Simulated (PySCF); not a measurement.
Compound: C3H8F2Si.
SMILES: `FC(CC[SiH3])F`

Jobs on this species (14 atoms, 58 electrons) with PySCF (density fitting). Hardware of each: one thread of an Arm Neoverse V1 (shared host). Times come from a shared host and carry two figures at best. Peak memory is the resident size of the whole Python process, interpreter and libraries included.

| level and settings | work | basis functions | SCF cycles | wall time | peak memory |
| --- | --- | --- | --- | --- | --- |
| delta-SCF UKS PBE, pcX-2 on the ionised atom, pcseg-1 elsewhere, spin-free X2C | ΔSCF core ionisation, 6 holes | 170 | ? | ? | ? |
| PBE0-D3(BJ)/def2-SVP, grid level 1 | geometry optimisation from a GFN2-xTB start shaken at random | 128 | ? | ? | ? |
| delta-SCF UKS SCAN, pcX-1 on the ionised atom, pcseg-1 elsewhere, spin-free X2C | ΔSCF core ionisation, 6 holes | 150 | 92 | 41 s | 0.54 GiB |
| delta-SCF UKS B3LYP, pcX-2 on the ionised atom, pcseg-1 elsewhere, spin-free X2C | ΔSCF core ionisation, 6 holes | 170 | 84 | 58 s | 0.73 GiB |
| delta-SCF UKS SCAN, pcX-2 on the ionised atom, pcseg-1 elsewhere, non-relativistic | ΔSCF core ionisation, 6 holes | 170 | 92 | 48 s | 0.64 GiB |
| delta-SCF UKS PBE0, pcX-2 on the ionised atom, pcseg-1 elsewhere, spin-free X2C | ΔSCF core ionisation, 6 holes | 170 | 83 | 56 s | 0.73 GiB |
| delta-SCF UKS HF, pcX-2 on the ionised atom, pcseg-1 elsewhere, spin-free X2C | ΔSCF core ionisation, 6 holes | 170 | 81 | 34 s | 0.68 GiB |
| delta-SCF UKS SCAN, def2-TZVP on the ionised atom, pcseg-1 elsewhere, spin-free X2C | ΔSCF core ionisation, 6 holes | 147 | 93 | 47 s | 0.58 GiB |
| delta-SCF UKS SCAN, pcX-2 on the ionised atom, pcseg-1 elsewhere, spin-free X2C | ΔSCF core ionisation, 6 holes | 170 | 93 | 49 s | 0.69 GiB |

Task: Fill in the missing figures.

Result: 
- delta-SCF UKS PBE, pcX-2 on the ionised atom, pcseg-1 elsewhere, spin-free X2C; ΔSCF core ionisation, 6 holes: 29 s, 0.72 GiB, 89 SCF cycles
- PBE0-D3(BJ)/def2-SVP, grid level 1; geometry optimisation from a GFN2-xTB start shaken at random: 53 s, 0.51 GiB, 46 SCF cycles

Task: What do all jobs in the table cost together?

Result: About 6.9 min; the longest takes about 14 % of that, and about 2 times as long as the shortest.
